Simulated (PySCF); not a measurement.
B(Cl)(H)(SMe) (CH4BClS), SMILES S(BCl)C. Heavy atoms are numbered as in [BH:1]([Cl:2])[S:4][CH3:5]. Hydrogens are named by the atom that carries them.

The structure is a stationary point at B3LYP-D3(BJ)/def2-SVP. One conformer was computed; it need not be the lowest.

Level of theory: HF/def2-TZVP run with PySCF.

ESP charges are fitted to the potential on shells at 1.4 to 2.0 van der Waals radii. Atomic charges (e), one atom of each kind:

```
atom      meta-Löwdin  ESP fit  Löwdin
--------  -----------  -------  ------
B1 (BH)          0.03      ___   -1.08
Cl2             -0.12      ___    0.51
H on B1          0.00      ___    0.04
S4               0.08    -0.14    0.65
C5 (CH3)        -0.34    -0.41   -0.44
H on C5          0.11     0.16    0.11
```

Question: Fill in the missing entries. (The exact figures need the calculation; the answer reports its results.)

Answer: 
- B1 (BH), ESP fit: 0.22
- Cl2, ESP fit: -0.15
- H on B1, ESP fit: -0.03

Computed Mayer and Wiberg (Löwdin basis) orders of the bonds:
```
bond    Mayer  Wiberg
------  -----  ------
B1–Cl2   1.20    2.14
B1–S4    1.41    1.94
S4–C5    0.95    1.32
```
